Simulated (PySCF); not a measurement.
**Working out the ionisation energy of O⁺**

O⁺ [He] 2s2 2p3 (4S) → O²⁺ [He] 2s2 2p2 (3P). Calculation: PySCF 2.14, in an even-tempered Gaussian basis (22 s from 0.062 bohr⁻², ratio 2.2; 13 p from 0.081 bohr⁻², ratio 2.2; 6 d from 1.1 bohr⁻², ratio 2.4; 6 f from 1.6 bohr⁻², ratio 2.4; 5 g from 2.4 bohr⁻², ratio 2.4); scalar relativity by spin-free X2C-1e. Frozen: nothing; the 16 highest virtual orbitals dropped. Energies in hartree (1 hartree = 27.21139 eV):

```csv
part,O⁺ (lower),O²⁺ (upper)
UHF,-74.429853,-73.159456
MP2 opposite-spin,-0.129099,-0.121934
MP2 same-spin,-0.037933,-0.020449
```

Task: What does Hartree-Fock give?

Result: (-73.159456) − (-74.429853) = 1.270397 hartree = 34.569 eV.

Task: What do MP2 and SCS-MP2 (6/5 opposite-spin, 1/3 same-spin) give?

Result: The opposite-spin parts differ by 0.195 eV and the same-spin parts by 0.476 eV. MP2: 34.569 + (0.195) + (0.476) = 35.240 eV. SCS-MP2: 34.569 + 1.2 × (0.195) + (0.476)/3 = 34.962 eV.

A first-order spin-orbit estimate adds -0.027 eV to MP2 (all electrons), giving 35.213 eV against 35.121 eV (measured; NIST Atomic Spectra Database, ionization energies).

What remains against the reference includes basis incompleteness and correlation beyond second order.
